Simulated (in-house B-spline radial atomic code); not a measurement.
## PBE excitations of Ar

Method: PBE. Computed with a B-spline radial code for spherical atoms: linear response of the closed shell [Ne] 3s2 3p6 with the functional's adiabatic kernel; non-relativistic, point nucleus, no spin-orbit coupling, no double excitations, S, P, D and F terms only. Only terms of natural parity with L up to 3 were computed.

Command:
```bash
python run_td.py task.json out
```
Settings (radii: box in bohr, nucleus in fm):
```
Z                        18
electrons                18
configuration            [Ne] 3s2 3p6
hamiltonian              nr
method                   pbe,pbe
box_radius               2.5
wall_radius              2.5
intervals                44
```

Time taken, with all properties: 0.3 s on 1 thread of Arm Neoverse N1, on a shared host.

Confined states, up to the first strongly mixed one, which can leave gaps near the end. Labels give the largest channel, * marks a mixed state, and oscillator strengths are full-response dipole values. Semilocal kernels can invert the small singlet-triplet splittings of Rydberg terms. Energies in eV:

```json
{"state": "3p → 3d 3P", "full response": "22.285", "Tamm-Dancoff": "22.418", "oscillator strength": "-"}
{"state": "3p → 3d 3F", "full response": "?", "Tamm-Dancoff": "?", "oscillator strength": "-"}
{"state": "3p → 3d 1F", "full response": "25.694", "Tamm-Dancoff": "25.727", "oscillator strength": "-"}
{"state": "3p → 3d 1P", "full response": "35.36", "Tamm-Dancoff": "37.88", "oscillator strength": "3.96"}
{"state": "3s → 3d 3D", "full response": "39.31", "Tamm-Dancoff": "39.37", "oscillator strength": "-"}
{"state": "3s → 3d 1D", "full response": "42.83", "Tamm-Dancoff": "42.95", "oscillator strength": "-"}
{"state": "3p → 4f 3D", "full response": "70.40", "Tamm-Dancoff": "70.47", "oscillator strength": "-"}
{"state": "3p → 4s 3P", "full response": "74.30", "Tamm-Dancoff": "74.35", "oscillator strength": "-"}
{"state": "3p → 4s 1P", "full response": "76.12", "Tamm-Dancoff": "76.16", "oscillator strength": "0.796"}
{"state": "3p → 4f 1D", "full response": "76.24", "Tamm-Dancoff": "76.45", "oscillator strength": "-"}
{"state": "3p → 4p 3S", "full response": "83.13", "Tamm-Dancoff": "83.27", "oscillator strength": "-"}
{"state": "3p → 4p 3D", "full response": "85.46", "Tamm-Dancoff": "85.51", "oscillator strength": "-"}
{"state": "3p → 4p 1D", "full response": "?", "Tamm-Dancoff": "?", "oscillator strength": "-"}
{"state": "3s → 4f 3F", "full response": "87.21", "Tamm-Dancoff": "87.27", "oscillator strength": "-"}
{"state": "3s → 4f 1F", "full response": "89.23", "Tamm-Dancoff": "89.25", "oscillator strength": "-"}
```

(1) Where does 3p → 3d 3F lie?

(2) Where does 3p → 4p 1D lie?

(3) How large is the singlet-triplet splitting of 3p → 3d (F terms) in Tamm-Dancoff?

(4) What polarisabilities and dispersion coefficient does the method give?

Results:

(1) At 22.520 eV in full response, 22.698 eV in Tamm-Dancoff.

(2) At 86.94 eV in full response, 86.95 eV in Tamm-Dancoff.

(3) 3.03 eV, from the unrounded values.

(4) Dipole 2.672 bohr³, quadrupole 4.163 bohr⁵, C6 7.913 hartree·bohr⁶ for two such species.
